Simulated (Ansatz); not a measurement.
`COB[SiH3]` → `[BH]OC`• + `[SiH3]`•  (homolysis of the B–Si bond)

Calculated with Ansatz (gas phase, PBE0-D4/def2-TZVP geometries, no zero-point term in ΔE). CBS: MP2 limit from def2 TZ/QZ plus the TZ coupled-cluster correction, frozen cores. This one scheme is used for every species. Functionals use def2-TZVPP. HSE06 is defined as in plane-wave codes. Open shells (•) are unrestricted, without spin–orbit coupling. One conformer a species, not always the lowest.

Task: What is ΔE at CCSD(T)/CBS? (Best estimate.)

Result: Ansatz gave: +372.5 kJ/mol.

Task: What do these levels give: r2SCAN-D4, HSE06-D4, MP2/def2-TZVPP, SCS-MP2/def2-TZVPP, HF/CBS(def2), CCSD/CBS(def2)? (Estimate.)

Result: Computed: r2SCAN-D4 341.1, HSE06-D4 357.6, MP2/def2-TZVPP 362.7, SCS-MP2/def2-TZVPP 366.4, HF/CBS(def2) 266.3, CCSD/CBS(def2) 365.9 kJ/mol.

Task: What do rigid-rotor, harmonic-oscillator terms from PBE0-D4/def2-TZVP frequencies (298.15 K, 1 bar) make of the CCSD(T)/CBS value? (Best estimate.)

Result: Computed: ΔZPE = -15.9 kJ/mol, ΔH = +360.2 kJ/mol, ΔS = 155 J/(mol·K), ΔG = +314.0 kJ/mol. Open shells count their whole term as degenerate.

Largest T1 diagnostic among the species: 0.015.

From BLYP to BHLYP (50 % exact exchange), in def2-TZVPP and without D4, ΔE moves by +10.6 kJ/mol. The D4 term adds +8.7 kJ/mol with B3LYP and +4.9 kJ/mol with PBE0; it sums over pairs of atoms, weighted by their polarisabilities, and B3LYP, whose exchange is more repulsive, gets the larger term.

B3LYP here is the variant with VWN-RPA as its local correlation; programs differ in this.
